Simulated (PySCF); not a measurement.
**A fit for the ²⁹Si shielding**

GIAO PBE0/pcSseg-1 on GFN2-xTB geometries (PySCF, gas phase, non-relativistic):

| SMILES | IAO charge (e) of Si | σ(Si) (ppm) |
| --- | --- | --- |
| CCO[C@H](CCl)O[SiH3] | 0.855 | 394.2 |
| C=CO[C@@H](CCl)O[SiH3] | 0.851 | 390.2 |
| [SiH3]O[C@@H]1OCC[C@H]1Cl | 0.854 | 394.6 |
| [SiH3]O[C@]1(CCl)CCO1 | 0.855 | 394.4 |
| CCO[C@H](CF)O[SiH3] | 0.855 | 392.2 |
| CC(=O)O[C@H](CCl)O[SiH3] | 0.866 | 374.9 |
| C[C@@H]1O[C@@H](CCl)O[SiH2]1 | 0.968 | 359.9 |

Task: Fit σ(Si) as a line in the IAO charge of Si. How well does it hold?

Result: σ = 631.7 − 282.0 x, with x in e; correlation -0.90, rms deviation 5.4 ppm, largest 12.6 ppm at `CC(=O)O[C@H](CCl)O[SiH3]`. A charge says how many electrons sit at the atom, not how easily they circulate, so such a line holds only within like compounds.

Task: A further member, `CCO/C(=C/Cl)O[SiH3]`, has x = 0.866. What does the line predict, and what does the calculation give?

Result: The line gives 387.5 ppm; the calculation 390.0 ppm, a difference of 2.5 ppm, within the usual scatter of the fit.
